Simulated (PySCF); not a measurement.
Structure from NMR data

Molecular formula: C$_{5}$H$_{3}$NO. Simulated spectra:

¹H NMR (400 MHz, computed): δ 7.64 (m, 1H), 7.22 (m, 1H), 6.68 (m, 1H).

¹³C{¹H} NMR (computed): δ 153.2 (CH), 134.5 (C), 129.3 (CH), 117.6 (C), 117.4 (CH).

Theoretical values (PySCF 2.14): coordinates at the PBE0-D3(BJ)/def2-TZVP level, σ from GIAO-B97-2/pcSseg-2. Non-relativistic Hamiltonian, in vacuum, one conformer.

Scale: ¹H (σ = 31.64 ppm), ¹³C (σ = 185.38 ppm) vs TMS (reference shieldings calculated alike).

Q: Propose a structure and justify it.

A: 
- The formula gives 5 degrees of unsaturation (1 ring in the answer).
- 5 carbon signals for 5 carbons: no two carbons are equivalent.
- Carbon types of the structure: 2 × C, 3 × CH, which accounts for all hydrogens.
- δC 153.2: aromatic CH next to the ring oxygen.
- δC 134.5: substituted aromatic carbon next to the ring oxygen.
- δC 129.3, 117.4: aromatic CH.
- δC 117.6: nitrile carbon; C≡N carbons fall here, among the sp2 signals but without a proton.
- δH 7.64: hydrogen on an aromatic CH next to the ring oxygen; ring-current deshielding.
- δH 7.22, 6.68: hydrogen on an aromatic CH; it sits in the deshielding region of the aromatic ring current.

The compound is `InChI=1S/C5H3NO/c6-4-5-2-1-3-7-5/h1-3H`.

This is the structure that produced the data.

Shifts are as computed. Against solution values, carbons near 30 ppm lie about +3 ppm off and those near 130 ppm about +7 ppm. Of 1211 compounds with measured shifts, 218 miss one by over three times the rms of a fit or turn the order of signals round; such compounds aren't used in these exercises. Multiplicities follow the n + 1 count of equivalent neighbours, as no J values were calculated; m marks all less simple cases, F and P coupling included.
